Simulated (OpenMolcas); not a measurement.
A calculation on Re3+.

```
Program             : OpenMolcas
Method              : RASSCF
Basis               : ANO-RCC-VTZP [8s7p5d3f2g1h]
Scalar Hamiltonian  : DKH2, point nucleus
Active space        : 10 electrons in 8 orbitals (RAS1 5p, at most 2 holes; RAS2 5d)
State averaging     : 2S+1 = 5 even, 5 roots; 2S+1 = 3 even, 45 roots; 2S+1 = 1 even, 50 roots
Spin-orbit coupling : state interaction with AMFI integrals over the reference wave functions, term energies averaged over their components
```

Q: Which level of the active space comes out lowest?

A: 5d⁴ ⁵D₀, with 75 % of that term; it is also the measured ground level.

Q: How high does 5d⁴ ³P₁(1) lie?

A: 23135 cm⁻¹ above the lowest level; measured 19340 cm⁻¹ above the ground level, so the calculation is off by +20 %.

Q: How high does 5d⁴ ⁵D₃ lie?

A: 8257 cm⁻¹ above the lowest level; measured 8350 cm⁻¹ above the ground level, so the calculation is off by -1 %.

Q: How high does 5d⁴ ³H₆ lie?

A: 26790 cm⁻¹ above the lowest level; measured 22896 cm⁻¹ above the ground level, so the calculation is off by +17 %.

Q: The level at 23618 cm⁻¹ has J = 3. What is it made of, and what is its g factor?

A: 56 % 5d⁴ ³G₃, 36 % 5d⁴ ³F(1), 4 % 5d⁴ ⁵D; g = 0.913, against 0.749 from Landé's formula for the pure leading term.

Measured values: the list in Brasseur, Gamrath and Quinet, At. Data Nucl. Data Tables 157, 101636 (2024).

Without dynamic correlation excited terms often stand tens of per cent too high (terms of higher spin than the ground term too low), and those without a measured partner can miss by more than the paired ones. Some levels mix across a computed gap that differs much from the measured one, so their mixing is not that of the real levels. Active for correlation alone: 5p; no level in the range computed is led by a configuration that opens it, so any true level of that kind is missing. Measured partners are found by configuration, term and J. A level has none where our copy of the source lacks it or the pairing is in doubt (some pairs that miss far off the trend of their configuration count as doubtful), and it then counts in no deviation. Only configurations of the active space appear.

A number in round brackets counts repeated terms of one configuration in the order of the reference energies.
